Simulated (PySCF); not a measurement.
**Spectroscopy problems**

- PBE0/pcSseg-1 with gauge-including orbitals
- coordinates at the GFN2-xTB level
- program: PySCF 2.14
- one computed conformer, non-relativistic, isolated molecule, fast rotation and ring inversion assumed for equivalent nuclei

Shifts are taken against calculated references (same method and geometry level): TMS for $^{1}$H (31.72 ppm) and $^{13}$C (186.93 ppm). Splittings of carbon signals by F and P are missing where no couplings were computed. Where no couplings were computed, multiplicities follow the n + 1 count of equivalent neighbours, and m marks all less simple cases (inequivalent or close neighbours, rings, F or P nearby). Shifts are as computed. Against solution values, carbons near 30 ppm lie about +3 ppm off and those near 130 ppm about +5 ppm; carbons on Cl a further +6 ppm. Of 1211 compounds with measured shifts, 218 miss one by over three times the rms of a fit or turn the order of signals round; such compounds aren't used in these exercises. Carbons bonded to Cl come out too deshielded.

Q: C7H6ClO2P. $^{1}$H NMR (500 MHz, computed): δ 9.21 (m, 1H), 8.95 (m, 1H), 8.17 (m, 1H), 4.15 (s, 3H). $^{13}$C{$^{1}$H} NMR (computed): δ 172.5 (C), 168.2 (C), 168.0 (CH), 148.6 (C), 142.8 (CH), 142.7 (CH), 53.8 (CH3). What is it?

A: `C(OC)(=O)C1=PC=CC(Cl)=C1`. 7 carbon signals for 7 carbons: no two carbons are equivalent. Carbon types of the structure: 3 × C, 3 × CH, 1 × CH3, which accounts for all hydrogens. δC 172.5: ester carbonyl carbon; lone-pair donation from the attached heteroatom keeps it upfield of a ketone carbonyl. δC 168.2: substituted aromatic carbon. δC 168.0, 142.8, 142.7: aromatic CH. δH 9.21, 8.95, 8.17: hydrogen on an aromatic CH.

The shifts were computed for this structure.

Q: C5H9N3. $^{1}$H NMR (500 MHz, computed): δ 7.54 (s, 1H), 4.09 (s, 3H), 2.81 (q, 2H), 1.21 (t, 3H). $^{13}$C{$^{1}$H} NMR (computed): δ 144.7, 136.5, 34.4, 21.0, 18.1. Identify the compound.

A: `C1=C(CC)N(C)N=N1`. The formula gives 3 degrees of unsaturation (1 ring in the answer). 5 carbon signals for 5 carbons: no two carbons are equivalent. Carbon types of the structure: 1 × C, 1 × CH, 1 × CH2, 2 × CH3, which accounts for all hydrogens. δC 144.7: substituted aromatic carbon next to a ring nitrogen. δC 136.5: aromatic CH next to a ring nitrogen. δC 34.4: methyl carbon bonded to N; the inductive effect lowers its shielding. δH 4.09: hydrogen on a methyl carbon bonded to N; its carbon carries N, hence the downfield position.

This is the structure that produced the data.

Q: C5H9N3. $^{1}$H NMR (400 MHz, computed): δ 3.98 (s, 3H), 2.49 (s, 3H), 2.36 (s, 3H). $^{13}$C{$^{1}$H} NMR (computed): δ 144.5, 134.8, 34.9, 12.8, 10.0. What is it?

A: SMILES Cc1nnn(C)c1C. The formula gives 3 degrees of unsaturation (1 ring in the answer). 5 carbon signals for 5 carbons: no two carbons are equivalent. Carbon types of the structure: 2 × C, 3 × CH3, which accounts for all hydrogens. δC 144.5, 134.8: substituted aromatic carbon next to a ring nitrogen. δC 34.9: methyl carbon bonded to N; deshielded by the electronegative neighbour. δC 12.8, 10.0: methyl carbon on an aromatic ring; a saturated carbon with 1 carbon neighbour and no heteroatom attached. δH 3.98: hydrogen on a methyl carbon bonded to N; its carbon carries N, hence the downfield position.

The shifts were computed for this structure.
